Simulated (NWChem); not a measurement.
Species: CH4SSe; SMILES S[Se]C

```xyz
7

Se    -0.4620    -0.4571     0.0083
C      1.2702    -1.3451     0.0117
H      1.0614    -2.4238     0.0756
H      1.8544    -1.0323     0.8862
H      1.8181    -1.1326    -0.9153
S      0.1913     1.6473     0.0552
H      0.2926     1.8454    -1.2815
```
Atoms are numbered in this order, from 1.

All runs: NWChem. All runs use the structure optimised with PBE0/def2-SVP. Vertical excitations in the gas phase; the lowest state need not have the same character in each row.

Question: Among these, which level gives the highest value of “lowest excitation, singlet (eV)”?
A) PBE/def2-SVP, full TDDFT
B) LDA (Slater exchange, VWN5)/def2-SVP, full TDDFT
C) B3LYP/def2-SVP, full TDDFT
D) Hartree-Fock/def2-SVP, TDHF

Answer: D, Hartree-Fock/def2-SVP, TDHF. Values: LDA (Slater exchange, VWN5)/def2-SVP, full TDDFT 3.85; PBE/def2-SVP, full TDDFT 3.92; B3LYP/def2-SVP, full TDDFT 4.08; Hartree-Fock/def2-SVP, TDHF 4.76
